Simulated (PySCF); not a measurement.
Nd (neodymium, neutral): PBE calculation

Configuration: [Xe] 4f4 6s2, one real determinant. All numbers are calculated (PySCF 2.14, scalar relativity by spin-free X2C-1e, in x2c-TZVPPall).

- Total energy: -9622.92 hartree
- One-electron energy: -13139.60 hartree
- Hartree (Coulomb) energy: 3741.72 hartree
- Exchange-correlation energy: -225.03 hartree
- ⟨S²⟩: 6.0031
- ⟨L²⟩: 34.002
- Sum of ⟨r⟩: 44.10 bohr
- Sum of ⟨r²⟩: 88.34 bohr²
- Traceless quadrupole moment −½Σ⟨3z² − r²⟩ along its main axis: -0.0343 e·bohr²
- Langevin diamagnetic susceptibility: -70.0 ×10⁻⁶ cm³/mol
- Time after the integrals: about 6 core-seconds

```csv
shell,electrons,mean orbital energy (hartree),spread (hartree),"rms radius, mean of both spins (bohr)"
1s α,1,-1591.16870,0,0.0269
1s β,1,-1591.16843,0,0.0269
2s α,1,-257.36241,0,0.109
2s β,1,-257.36184,0,0.109
2p α,3,-230.39385,0.00154,0.0977
2p β,3,-230.39336,0.00158,0.0977
3s α,1,-55.83197,0,0.285
3s β,1,-55.79415,0,0.285
3p α,3,-47.29604,0.00740,0.284
3p β,3,-47.25865,0.00931,0.284
3d α,5,-35.29056,0.00686,0.262
3d β,5,-35.26139,0.01164,0.262
4s α,1,-11.11793,0,0.646
4s β,1,-11.01428,0,0.646
4p α,3,-8.31604,0.01114,0.686
4p β,3,-8.21162,0.01606,0.686
4d α,5,-4.29576,0.00954,0.763
4d β,5,-4.19050,0.02586,0.763
5s α,1,-1.49746,0,1.57
5s β,1,-1.43127,0,1.57
5p α,3,-0.82258,0.00416,1.85
5p β,3,-0.77180,0.00685,1.85
6s α,1,-0.12929,0,4.78
6s β,1,-0.12308,0,4.78
4f α,4,-0.09394,0.01859,1.24
```

⟨L²⟩ = 34.00 against 42 for a pure I term, so this real determinant mixes terms. Spin-orbit coupling, absent here, splits the open shell strongly.

Densities and radii are taken from the X2C orbitals without a picture-change correction, which distorts them close to the nucleus.
